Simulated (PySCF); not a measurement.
**Ru: ionisation energy**

Ru [Kr] 4d7 5s1 [4d3/2^4 4d5/2^3 5s1/2^1, M_J = 5] → Ru⁺ [Kr] 4d7 [4d3/2^4 4d5/2^3, M_J = 9/2], as a difference of total energies. Computed with PySCF 2.14 in x2c-TZVPall-2c with one added diffuse shell each of s, p, d type (9s10p8d1f, 86 functions), with the two-component X2C-1e Hamiltonian. Correlated levels: [Ar] 3d10 frozen; the 6 highest virtual spinors dropped. "Screened" scales the spin-orbit matrix elements by Boettger's factors to mimic the two-electron term; Breit and QED terms are absent.

| method | ionisation energy (eV) | error (eV) |
| --- | --- | --- |
| GHF (spin-free) | 6.296 | -1.065 |
| GMP2 (spin-free) | 7.139 | -0.222 |
| GHF (screened spin-orbit) | 6.290 | -1.071 |
| GMP2 (screened spin-orbit) | 7.132 | -0.229 |

Reference: 7.361 eV (measured; NIST Atomic Spectra Database, ionization energies).

The spin-free rows relax to the high-spin LS determinant and lack the spin-orbit shift.

Errors of the correlated levels include the incompleteness of this basis and the frozen core.

The labels give the starting determinants; with spin-orbit coupling the two ends relaxed to ⟨J²⟩ = 30.01, ⟨L²⟩ = 12.09, ⟨S²⟩ = 5.98 and ⟨J²⟩ = 24.77, ⟨L²⟩ = 12.12, ⟨S²⟩ = 3.74.
